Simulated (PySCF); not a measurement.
Structure problem from calculated spectra and properties.

Formula: C3H12SSi2.

| Item | Value |
| --- | --- |
| Triplet | lowest triplet excitation (Tamm–Dancoff): 5.05 eV [TDA PBE0/def2-SVPD] |
| 1H NMR | chemical shifts (computed TMS as zero) by class: 3.91 (6 H), 2.45 (2 H), 1.67 (2 H), 1.47 (1 H), 0.16 (1 H) ppm [GIAO PBE0/pcSseg-1] |
| Rotational structure | rotational constants A, B, C: 2.694, 0.798, 0.644 GHz [GFN2-xTB] |
| 13C NMR | chemical shifts (computed TMS as zero) by class: 41.8 (1 C), 34.4 (1 C), 3.6 (1 C) ppm [GIAO PBE0/pcSseg-1] |
| UV, strongest line | among the 8 lowest singlet transitions: S2 at 6.14 eV (202 nm, f = 0.036) [TDDFT PBE0/def2-SVPD] |
| NMR, other nuclei | isotropic shieldings of nuclei other than C and H, by class: 415 (2 Si), 576 (1 S) ppm [GIAO PBE0/pcSseg-1] |

Gas-phase values; electronic properties from PySCF, density fitting. Levels stand in brackets. The structure is a single GFN2-xTB conformer in the gas phase; no vibrational or solvent corrections. NMR classes are plain means over equivalent atoms (diastereotopic ones count apart unless rotation or inversion swaps them), as if these changed places fast.

Q: What is the compound? Reason from the data.

A: Numbering: `[SiH3:1][CH:2]([SiH3:3])[CH2:4][CH2:5][SH:6]`. Its formula, C3H12SSi2, gives 0 degrees of unsaturation, so no ring and no π bond. 3 carbons fall into 3 classes; from least to most shielded: chain CH2 carbon [C4] (41.8 ppm), sp3 carbon bound to sulfur [C5] (34.4 ppm), sp3 carbon bound to silicon [C2] (3.6 ppm). Hydrogen classes from least to most shielded: 6 H on 2 SiH3 silicons, Si1/Si3 (3.91 ppm), 2 H on an sp3 carbon bound to sulfur, C5 (2.45 ppm), 2 H on a chain CH2 carbon, C4 (1.67 ppm), 1 H on a thiol sulfur, S6 (1.47 ppm), 1 H on an sp3 carbon bound to silicon, C2 (0.16 ppm). The other shieldings belong to: 415 ppm, SiH3 silicon [Si1/Si3]; 576 ppm, thiol sulfur [S6]. The optimised geometry has point group C1 and is an asymmetric top. Structure: `[SiH3]C([SiH3])CCS`. Computed isomers that give other values at the same levels: `CC[C@H]([SiH3])S[SiH3]` (13C chemical shifts (computed TMS as zero) by class: 29.8 (1 C), 28.8 (1 C), 15.3 (1 C) ppm); `CC(C)[SiH2]S[SiH3]` (rotational constant A: 4.665 GHz; this holds for the one conformer computed); `CCC[SiH2]S[SiH3]` (rotational constant A: 7.505 GHz; this holds for the one conformer computed). The assignments are read from this structure; whether some other isomer fits the data as well wasn't checked.

Shape of the structure used: `[SiH3:1][CH:2]([SiH3:3])[CH2:4][CH2:5][SH:6]`: Si1–C2–C4–C5 64°, C2–C4–C5–S6 179°, H–S6–C5–C4 -59°.
